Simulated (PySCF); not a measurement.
# Magnetic susceptibility: `CCNCC/C=C/Cl`, C6H12ClN

Geometry:
| atom | x (Å) | y (Å) | z (Å) |
| --- | --- | --- | --- |
| C1 | -2.544 | 0.738 | 0.422 |
| C2 | -1.887 | 0.673 | -0.962 |
| N3 | -0.476 | 0.346 | -0.970 |
| C4 | -0.145 | -0.996 | -0.536 |
| C5 | 1.361 | -1.231 | -0.708 |
| C6 | 2.141 | -0.433 | 0.286 |
| C7 | 2.959 | 0.550 | -0.048 |
| Cl8 | 3.832 | 1.474 | 1.117 |
| H9 | -2.004 | 1.432 | 1.063 |
| H10 | -3.572 | 1.079 | 0.330 |
| H11 | -2.551 | -0.240 | 0.897 |
| H12 | -2.400 | -0.073 | -1.577 |
| H13 | -1.991 | 1.645 | -1.453 |
| H14 | 0.041 | 1.020 | -0.413 |
| H15 | -0.421 | -1.203 | 0.512 |
| H16 | -0.698 | -1.693 | -1.173 |
| H17 | 1.569 | -2.292 | -0.557 |
| H18 | 1.645 | -0.953 | -1.722 |
| H19 | 1.987 | -0.682 | 1.327 |
| H20 | 3.150 | 0.850 | -1.066 |

Computed with GIAO KT3/pcSseg-1 magnetisability, rotational g tensor and spin-rotation constants, non-relativistic, gas phase in PySCF. Geometry: GFN2-xTB.

Task: How diamagnetic is it, and how anisotropic?

Result: Isotropic -1464 × 10⁻³⁰ J/T², or -88.1 × 10⁻⁶ cm³/mol; principal values -1523, -1485, -1383 × 10⁻³⁰ J/T², anisotropy 125 × 10⁻³⁰ J/T² (root of half the summed squared differences of the principal values). The susceptibility is in cgs units.

Task: Split it along the inertial axes a, b, c into diamagnetic and paramagnetic parts about the centre of mass, with the quadrupole moment.

Result: 
```
axis  χ (10⁻⁶ cm³/mol)  diamagnetic (10⁻⁶ cm³/mol)  paramagnetic (10⁻⁶ cm³/mol)  summed x² of all electrons (Å²)  quadrupole Θ (D Å)
   a             -90.6                      -549.7                        459.1                            427.8               -3.73
   b             -90.3                     -1971.0                       1880.7                             92.8               +2.90
   c             -83.5                     -2208.9                       2125.4                             36.8               +0.83
```
Anisotropies 2χaa − χbb − χcc = -7.4 and 2χbb − χaa − χcc = -6.5 × 10⁻⁶ cm³/mol. Θ is traceless in Buckingham's convention.

Task: And the rotational g tensor?

Result: 
```csv
axis,rotational constant (GHz),g,nuclear part,electronic part
a,2.9391,-0.0140,0.6199,-0.6339
b,0.6300,-0.0042,0.5524,-0.5567
c,0.5596,-0.0052,0.5536,-0.5588
```
Asymmetric top; isotopes 12C, 35Cl, 1H, 14N; no vibrational averaging.
